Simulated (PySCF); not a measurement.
C3H3BO2, SMILES C#CB(O)C=O.

Geometry: PBE0-D3(BJ)/def2-SVP. The structure was generated by enumeration, and PubChem lists no compound with its InChIKey, so it may never have been made. The values are those of a single conformer.

Two levels are set side by side: TDDFT-PBE/def2-SVPD (PySCF) and TDDFT-LC-ωPBE/def2-SVPD (PySCF). Vertical, same geometry. The lowest singlet is HOMO→LUMO 100 % with PBE and HOMO→LUMO 84 %, HOMO→LUMO+2 14 % with the other functional; states are paired by order. Differences are taken from unrounded values.

```
quantity                              TDDFT-LC-ωPBE  TDDFT-PBE  TDDFT-PBE minus TDDFT-LC-ωPBE
------------------------------------  -------------  ---------  -----------------------------
lowest singlet excitation (eV)                 2.87       2.23                          -0.63
lowest triplet excitation (TDA) (eV)           2.13       1.67                          -0.46
```

A lower first singlet is the usual sign of a functional without exact exchange. Differences between two approximate levels are no errors against the true value.

Rough cost on one machine, each run with all the roots and properties that it gave: TDDFT-LC-ωPBE against TDDFT-PBE about 6 times.
